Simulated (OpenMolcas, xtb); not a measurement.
# SnH3Br (SMILES [H][Sn]([H])([H])[Br]): the dipole moment, rung by rung

SnH3Br: 5 atoms, total charge 0, spin state singlet. As SMILES, `[H][Sn]([H])([H])[Br]`. The shape comes from GFN2-xTB, which is rough for such elements, and wasn't checked as a minimum.

Each level gives the dipole moment (D). The values are calculated.

```tsv
level	kind	program	value (D)	CPU time
GFN2-xTB	semi-empirical	xtb	4.44	under 2 s
GFN0-xTB	semi-empirical	xtb	0.78	under 2 s
GFN1-xTB	semi-empirical	xtb	2.69	under 2 s
HF/STO-3G	Hartree–Fock	OpenMolcas	2.77	2.2 s
HF/3-21G	Hartree–Fock	OpenMolcas	3.12	2.6 s
HF/def2-SVP (core potential)	Hartree–Fock	OpenMolcas	2.54	4.4 s
r2SCAN/def2-SVP (core potential)	meta-GGA	OpenMolcas	2.27	12 s
PBE0/def2-SVP (core potential)	global hybrid	OpenMolcas	2.27	10 s
PBE0/def2-SVPD (core potential)	global hybrid	OpenMolcas	2.27	21 s
```

All-electron rows without a relativistic Hamiltonian named are non-relativistic, while core potentials hold scalar relativity, so basis and relativity change together. The values span 0.78 to 4.44 D. Magnitudes only: a small dipole may point the other way at some levels. Sets without polarisation functions give poor dipoles. Without the sets that lack polarisation functions the rows with a basis span only 2.27 to 2.54 D. Times are those of the runs behind each value, whatever else they computed, on shared processors of several kinds: orders of magnitude only.
